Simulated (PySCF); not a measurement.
Compound: C3H8Si.
Z-matrix (Å and degrees, PBE0-D3(BJ)/def2-SVP geometry), rows numbered from 1:
```
C 
Si  1  1.8694
C   2  1.8589  1  120.44
C   3  1.5443  2   65.46  1  -105.30
H   1  1.1006  2  111.36  3   -93.55
H   1  1.1004  2  109.67  3    26.19
H   1  1.1009  2  111.25  3   145.81
H   2  1.4869  1  115.58  3   151.12
H   3  1.0956  2  119.55  4  -107.57
H   3  1.0962  2  119.37  4   107.75
H   4  1.0957  2  119.96  3   107.74
H   4  1.0963  2  118.90  3  -107.78
```

Jobs on this species (12 atoms, 40 electrons) with PySCF (density fitting). Hardware of each: one thread, Arm Neoverse V2 (aarch64), on a shared host. The host was shared with other jobs, so the times are rough. Peak memory is the resident size of the whole Python process, interpreter and libraries included.

```
                                                                 level and settings                                                          work  basis functions  SCF cycles  wall time  peak memory
delta-SCF UKS SCAN, def2-TZVP on the ionised atom, pcseg-1 elsewhere, spin-free X2C                                 ΔSCF core ionisation, 4 holes              119           ?          ?            ?
      delta-SCF UKS HF, pcX-2 on the ionised atom, pcseg-1 elsewhere, spin-free X2C                                 ΔSCF core ionisation, 4 holes              142          53      9.1 s     0.45 GiB
    delta-SCF UKS SCAN, pcX-2 on the ionised atom, pcseg-1 elsewhere, spin-free X2C                                 ΔSCF core ionisation, 4 holes              142          57       17 s     0.45 GiB
     delta-SCF UKS PBE, pcX-2 on the ionised atom, pcseg-1 elsewhere, spin-free X2C                                 ΔSCF core ionisation, 4 holes              142          55      9.9 s     0.45 GiB
                                                 PBE0-D3(BJ)/def2-SVP, grid level 1  geometry optimisation from a GFN2-xTB start shaken at random              100          60       27 s     0.41 GiB
    delta-SCF UKS PBE0, pcX-2 on the ionised atom, pcseg-1 elsewhere, spin-free X2C                                 ΔSCF core ionisation, 4 holes              142          52       16 s     0.53 GiB
 delta-SCF UKS SCAN, pcX-2 on the ionised atom, pcseg-1 elsewhere, non-relativistic                                 ΔSCF core ionisation, 4 holes              142          57       17 s     0.45 GiB
   delta-SCF UKS B3LYP, pcX-2 on the ionised atom, pcseg-1 elsewhere, spin-free X2C                                 ΔSCF core ionisation, 4 holes              142          52       17 s     0.52 GiB
    delta-SCF UKS SCAN, pcX-1 on the ionised atom, pcseg-1 elsewhere, spin-free X2C                                 ΔSCF core ionisation, 4 holes              122          56       14 s     0.45 GiB
```

**Question.** Fill in the missing figures.

**Answer.** 
- delta-SCF UKS SCAN, def2-TZVP on the ionised atom, pcseg-1 elsewhere, spin-free X2C; ΔSCF core ionisation, 4 holes: 16 s, 0.45 GiB, 55 SCF cycles

**Question.** What do all jobs in the table cost together?

**Answer.** About 2.4 min; the longest takes about 19 % of that, and about 3 times as long as the shortest.
